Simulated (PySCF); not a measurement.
C2H7BeNO. Atoms are numbered in the order given.

```xyz
12

Be    -1.0532     0.0419     0.0000
O     -2.4862     0.0807     0.0000
H     -3.0996    -0.6674     0.0000
N      0.4582     0.0193     0.0000
C      1.2569    -0.0127     1.2087
C      1.2569    -0.0127    -1.2087
H      1.8864    -0.9350     1.2752
H      1.9571     0.8566     1.2749
H      0.6127     0.0139     2.1122
H      1.9571     0.8566    -1.2749
H      1.8864    -0.9350    -1.2752
H      0.6127     0.0139    -2.1122
```
Charge 0, spin multiplicity 1.

Coordinates come from a PBE-D3(BJ)/def2-SVP optimisation. The structure was generated by enumeration; whether it is a known compound was not checked. One conformer was computed; it need not be the lowest.

These are PBE-D3(BJ)/def2-SVP run with PySCF 2.14.0 values and carry that method's errors.

No scaling factor is applied to the harmonic values.

Computed harmonic wavenumbers and intensities:
| mode | ν (cm⁻¹) | IR (km/mol) | moving atoms (share of kinetic energy) |
|---|---|---|---|
| 1 | 116 | 0.1 | C 37 %, H 23 %, O 23 %, N 13 % |
| 2 | 151 | 3.7 | H 53 %, N 28 %, O 8 % |
| 3 | 242 | 0.5 | H 97 % |
| 4 | 259 | 6.1 | H 71 %, Be 16 % |
| 5 | 305 | 111.0 | H 91 % |
| 6 | 340 | 0.3 | C 38 %, H 36 %, O 17 % |
| 7 | 354 | 61.7 | H 38 %, Be 33 %, N 27 % |
| 8 | 456 | 53.4 | Be 79 % |
| 9 | 519 | 224.9 | H 51 %, Be 25 %, O 19 % |
| 10 | 603 | 3.2 | O 32 %, C 31 %, H 22 %, N 12 % |
| 11 | 986 | 20.8 | C 40 %, H 34 %, N 20 % |
| 12 | 1054 | 1.8 | H 74 %, C 25 % |
| 13 | 1070 | 0.0 | H 80 %, C 20 % |
| 14 | 1128 | 0.6 | H 68 %, C 20 %, N 12 % |
| 15 | 1199 | 76.7 | N 58 %, C 33 %, H 8 % |
| 16 | 1215 | 9.3 | H 40 %, C 22 %, N 22 %, Be 11 % |
| 17 | 1380 | 5.4 | H 87 %, C 12 % |
| 18 | 1394 | 0.0 | H 97 % |
| 19 | 1399 | 8.3 | H 97 % |
| 20 | 1406 | 36.1 | H 80 %, C 19 % |
| 21 | 1430 | 18.4 | H 96 % |
| 22 | 1435 | 36.4 | H 89 % |
| 23 | 1570 | 364.2 | Be 59 %, N 22 %, H 12 % |
| 24 | 2877 | 78.3 | H 97 % |
| 25 | 2884 | 139.4 | H 97 % |
| 26 | 2921 | 121.4 | H 91 %, C 9 % |
| 27 | 2932 | 0.1 | H 90 %, C 10 % |
| 28 | 3029 | 22.3 | H 91 %, C 9 % |
| 29 | 3029 | 30.1 | H 91 %, C 9 % |
| 30 | 3855 | 114.1 | H 94 % |
